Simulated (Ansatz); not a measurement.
```yaml
crystal:
  periodic: [false, false, false]
  atoms:
    - {symbol: O, position_ang: [-1.349469, -0.881620, 1.195759]}
    - {symbol: C, position_ang: [-0.228478, -0.760042, 0.499688]}
    - {symbol: Se, position_ang: [1.387913, -0.382797, 1.401161]}
    - {symbol: C, position_ang: [-0.300625, -0.658379, -0.873433]}
    - {symbol: Ga, position_ang: [0.761007, 1.287383, -0.344964]}
    - {symbol: H, position_ang: [-1.151947, -0.721283, 2.128136]}
    - {symbol: H, position_ang: [-1.271779, -0.709533, -1.353135]}
    - {symbol: H, position_ang: [0.566707, -0.944085, -1.454777]}
    - {symbol: H, position_ang: [-0.274791, 2.298657, 0.233939]}
    - {symbol: H, position_ang: [1.861461, 1.471709, -1.432374]}
basis:
  gaussian: {orbitals: "6-31G*", final_grid: {core_spheres: 5, valence_spheres: 4, degree: 11}, point_charges: [{charge: 2.00, position_ang: [4.866, 0.675, -0.694]}]}
magnetization: {spin_polarized: true, initial_magnetization: 0}
hamiltonian: {xc: {name: wPBEh}}
output: {forces: true}
```

```sh
$ ansatz run in.yaml --threads 4 --pin off --events-out ev --progress --plain --max-ram 10444MiB
```

It prints (some lines left out):

```
Functional definition: wPBEh
1215 factors; integrals over basis functions are off by at most 1.7e-3 eV
116 factors; integrals over basis functions are off by at most 2.7e-7 eV
mean field evaluation 1: about -121892.1499 eV, gradient 3.2e1 eV
mean field evaluation 2: about -121889.7704 eV, gradient 3.9e1 eV
mean field evaluation 4: about -121896.1810 eV, gradient 2.0e0 eV
mean field evaluation 8: about -121896.3006 eV, gradient 2.0e-1 eV
mean field evaluation 16: about -121896.3008 eV, gradient 3.0e-4 eV
mean field -121896.30078146 eV, -4479.6064294386 hartree, gradient 2.0e-5 eV, S^2 0.000000; 0 other end points of the search recorded, 0 dependent functions left out
reference -121896.30084133 eV, -4479.6064316385 hartree; 45, 45 occupied and 80, 80 virtual orbitals, 1215 factors
Total energy: -121896.30084133 eV, -4479.6064316385 hartree
Atom 0 at    -1.349469    -0.881620     1.195759 Å, force     0.870691     0.017736    -0.523235 eV/Å
Atom 1 at    -0.228478    -0.760042     0.499688 Å, force    -1.124392    -0.335529     0.158393 eV/Å
Atom 2 at     1.387913    -0.382797     1.401161 Å, force     0.911802     0.062440     0.245214 eV/Å
Atom 3 at    -0.300625    -0.658379    -0.873433 Å, force     0.254515     0.411394    -0.328363 eV/Å
Atom 4 at     0.761007     1.287383    -0.344964 Å, force    -0.894967    -0.058846     0.442694 eV/Å
Atom 5 at    -1.151947    -0.721283     2.128136 Å, force    -0.156334     0.060999     0.511017 eV/Å
Atom 6 at    -1.271779    -0.709533    -1.353135 Å, force    -0.066042    -0.006883    -0.147078 eV/Å
Atom 7 at     0.566707    -0.944085    -1.454777 Å, force     0.084382    -0.132005     0.011565 eV/Å
Atom 8 at    -0.274791     2.298657     0.233939 Å, force     0.284576     0.022621    -0.173378 eV/Å
Atom 9 at     1.861461     1.471709    -1.432374 Å, force     0.819610    -0.023317    -0.303516 eV/Å
Dipole moment:    -1.245344    -0.320854     0.281032 e Å
```

It took 3.1 s on 4 threads of an Arm Neoverse V2 on a shared host, with 0.49 GiB of host memory at the peak.
